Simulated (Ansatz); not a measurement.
Cl₃Lu, charge +1, doublet, at a GFN2-xTB geometry (such geometries of metal compounds can be far from the true shape) (the multiplicity is a formal guess) (core potentials on Lu); B3LYP/def2-SV(P) run with Ansatz (a program for electronic structure).

Input for Ansatz:
Ansatz 0.2 input:
```yaml
crystal:
  periodic: [false, false, false]
  atoms:
    - {symbol: Lu, position_ang: [0.14439027, 0.44064581, 0.27474009]}
    - {symbol: Cl, position_ang: [1.68865705, -0.89865728, -0.91816528]}
    - {symbol: Cl, position_ang: [-0.89247772, -1.42931687, 1.28946183]}
    - {symbol: Cl, position_ang: [-1.39922105, 0.48762990, -1.51874045]}
basis:
  gaussian:
    orbitals: def2-SV_P_.json
hamiltonian:
  xc: b3lyp
total_charge: 1
magnetization: {spin_polarized: true, initial_magnetization: 1}
```
The basis file holds def2-SV(P) in the JSON format of the Basis Set Exchange.

Output, abridged:

```
Functional definition: B3LYP
1127 factors; integrals over basis functions are off by at most 8.1e-4 eV
mean field evaluation 1: about -71188.8637 eV, gradient 3.9e1 eV
mean field evaluation 2: about -71163.7665 eV, gradient 1.1e2 eV
mean field evaluation 4: about -71193.6568 eV, gradient 5.4e0 eV
mean field evaluation 8: about -71193.7237 eV, gradient 5.4e-1 eV
mean field evaluation 16: about -71193.7253 eV, gradient 1.7e-3 eV
mean field evaluation 32: about -71193.3716 eV, gradient 2.6e0 eV
mean field evaluation 64: about -71193.6220 eV, gradient 7.9e-1 eV
mean field -71193.72533592 eV, -2616.3211492547 hartree, gradient 1.0e-5 eV, S^2 0.757945; 8 other end points of the search recorded, 0 dependent functions left out
reference -71193.72563062 eV, -2616.3211600848 hartree; 47, 46 occupied and 79, 80 virtual orbitals, 1127 factors
Total energy: -71193.72563062 eV, -2616.3211600848 hartree
```
